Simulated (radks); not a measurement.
Values are calculated unless marked as measured or tabulated.
Question: These are the eigenvalues of the occupied orbitals of an atom or ion with whole-number occupations (eV). Level of theory: scalar-relativistic Kohn-Sham, BLYP, spin-polarised, spherical densities, finite nucleus; Fermi nuclear charge, rms radius of each element as measured or else 0.836 A^(1/3) + 0.57 fm (a radial shooting solver on a logarithmic mesh with Libxc functionals).

orbital  eigenvalue
1s up     -35801.58
1s down   -35801.57
2s up     -5615.755
2s down   -5615.752
2p up     -5038.204
2p down   -5038.201
3s up     -1167.000
3s down   -1166.996
3p up     -981.1358
3p down   -981.1315
3d up     -708.1317
3d down   -708.1276
4s up     -219.8392
4s down   -219.8305
4p up     -160.4082
4p down   -160.3986
4d up      -73.9208
4d down    -73.9075
5s up      -26.4816
5s down    -26.4502
5p up      -13.2428
5p down    -13.1934
6s up       -2.1496

Which element is it, and in what charge state? The configuration may be excited. Open shells, if any, are filled with parallel spins first.

Answer: Z = 55, caesium, charge 0: Cs in [Xe] 6s1. The list shows which subshells hold electrons but not how many an open one holds; the 1s level, -1315.7 hartree, gives Z - s = 51.3 by -(Z - s)^2/2, which with screening and relativity narrows Z to a few neighbours, and the depths of the outer levels then fix element, charge and occupations together.
